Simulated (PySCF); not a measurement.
silanone anion (H2OSi), SMILES O=[SiH2] (connectivity only; charge and spin as stated), charge -1, multiplicity 2. Atoms are numbered in the order given.

```xyz
4

Si     0.4596    -0.1084     0.0000
O     -1.1060     0.0613     0.0000
H      1.2070     0.5137    -1.1857
H      1.2070     0.5137     1.1857
```
Charge -1, spin multiplicity 2.

Geometry optimised at B3LYP-D3(BJ)/def2-TZVPD. The multiplicity is an assumed one; other spin states were not compared.

Two levels are set side by side: PBE/pcH-1 (PySCF) and B3LYP/pcH-1 (PySCF). Contact hyperfine couplings, same geometry. Differences are taken from unrounded values.

```tsv
quantity	B3LYP
A(iso) of 29Si, atom Si1 (MHz)	-407.7
A(iso) of 17O, atom O2 (MHz)	-24.2
A(iso) of 1H, atom H3 (MHz)	91.5
A(iso) of 1H, atom H4 (MHz)	91.5
```

What does PBE give, and how far is it from B3LYP? (Estimate from the structure and the level; the computed values follow.)


```
quantity                           PBE  PBE minus B3LYP
------------------------------  ------  ---------------
A(iso) of 29Si, atom Si1 (MHz)  -356.9             50.9
A(iso) of 17O, atom O2 (MHz)     -13.6             10.6
A(iso) of 1H, atom H3 (MHz)       78.3            -13.2
A(iso) of 1H, atom H4 (MHz)       78.3            -13.2
```

Rough cost on one machine, each run with all the roots and properties that it gave: B3LYP against PBE within a factor of 2.
